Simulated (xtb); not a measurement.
Ti(F)3(Cl)(NH3) (ClF3H3NTi), SMILES [NH3]->[Ti]([F])([F])([F])[Cl], multiplicity 1. All values are semi-empirical tight-binding results from xtb (GFN2-xTB unless named), good for trends rather than for accurate numbers. Coordinates come from a GFN2-xTB optimisation. The spin state was assumed, not searched.

Optimised geometry:

Bond lengths (Å): Ti1–F2 1.714, Ti1–F3 1.717, Ti1–F4 1.714, Ti1–Cl5 2.146, Ti1–N6 2.275, N6–H7 1.021, N6–H8 1.021, N6–H9 1.020. Bond angles (°): F2–Ti1–F3 99.9, F2–Ti1–F4 128.1, F2–Ti1–Cl5 112.1, F2–Ti1–N6 79.5, F3–Ti1–F4 100.0, F3–Ti1–Cl5 97.7, F3–Ti1–N6 178.6, F4–Ti1–Cl5 112.1, F4–Ti1–N6 79.5, Cl5–Ti1–N6 83.8, Ti1–N6–H7 109.7, Ti1–N6–H8 111.4, Ti1–N6–H9 110.0, H7–N6–H8 108.6, H7–N6–H9 108.5, H8–N6–H9 108.6.
Charge 0, spin multiplicity 1.

For metal compounds this method's bond lengths and energies can be far off.

Computed properties:
| Item | Result |
|---|---|
| orbital gap | 3.53 eV |
| zero-point energy | 27.0 kcal/mol |
| G − E(el) at 298.15 K (modified RRHO) | 5.0 kcal/mol |

Computed atomic charges and the Wiberg bond orders between heavy atoms:
charges (e) Ti1 1.24, F2 -0.42, F3 -0.40, F4 -0.42, Cl5 -0.30, N6 -0.37, H7 0.23, H8 0.23, H9 0.23. Bond orders Ti1–F2 0.91, Ti1–F3 0.95, Ti1–F4 0.91, Ti1–Cl5 1.10, Ti1–N6 0.39.
